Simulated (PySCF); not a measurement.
# PI: one state, many levels of theory

State: ³Σ⁻ (triplet), unpaired electrons π ↑↑. Set-up: basis P def2-SVPD, I def2-SVPD with ECP28; scalar-relativistic core potentials; PySCF 2.14. De refers to P + I in their high-spin ground configurations, without counterpoise correction. The functionals are run spin-unrestricted. A positive dipole means P(−)I(+).

| Level | Re (Å) | ωe (cm⁻¹) | De (eV) | μ (D) |
| --- | --- | --- | --- | --- |
| UHF | 2.437 | 356 | 0.93 | -0.85 |
| UHF-MP2 | 2.428 | 348 | 1.85 | n/a |
| UHF-SCS-MP2 | 2.438 | 344 | 1.79 | n/a |
| UHF-CCSD | 2.441 | 341 | 1.73 | n/a |
| UHF-CCSD(T) | 2.445 | 338 | 1.86 | n/a |
| PBE | 2.412 | 361 | 2.74 | 0.11 |
| PW91 | 2.412 | 360 | 2.77 | 0.10 |
| TPSS | 2.413 | 358 | 2.62 | 0.08 |
| r²SCAN | 2.402 | 367 | 2.53 | 0.04 |
| PBE0 | 2.394 | 373 | 2.50 | -0.07 |
| MN15 | 2.389 | 366 | 2.28 | -0.06 |

(1) Which functional lies closest to UHF-CCSD(T) in De, which farthest, and by how much do they differ from it?

(2) What does a quarter of exact exchange do here, going from PBE to PBE0?

(3) What does the step from GGA to meta-GGA do here, going from PBE to r²SCAN?

Correlated steps freeze 9 core orbitals. Correlated levels converge slowly with the basis: in double zeta they bind strong bonds too weakly, by up to about 1 eV, and carry superposition errors of some tenths. These are scalar-relativistic numbers at best; spin–orbit coupling would shift them, the dissociation energy most. The state was picked by a PBE0 search and need not be the measured ground state.

The whole job (state search and all levels along the bond) took about 2.4 min on 1 thread of Intel Xeon 6975P-C (shared host), peak memory 0.76 GiB.

Results:

(1) Closest is MN15 (-5.6 pm in Re, +8.3 % in ωe, +0.42 eV in De against UHF-CCSD(T) in the same basis), farthest PW91 (-3.3 pm in Re, +6.5 % in ωe, +0.91 eV in De). CCSD(T) converges more slowly with the basis than the functionals do and binds too weakly in this one, so the order can change at the basis-set limit.

(2) PBE0 less PBE: -1.8 pm in Re, +3.3 % in ωe, -0.24 eV in De. Exact exchange removes part of the self-interaction that spreads semilocal densities, and in most molecules shortens and stiffens the bond and lowers De; so it does here.

(3) r²SCAN less PBE: -1.0 pm in Re, +1.7 % in ωe, -0.21 eV in De.
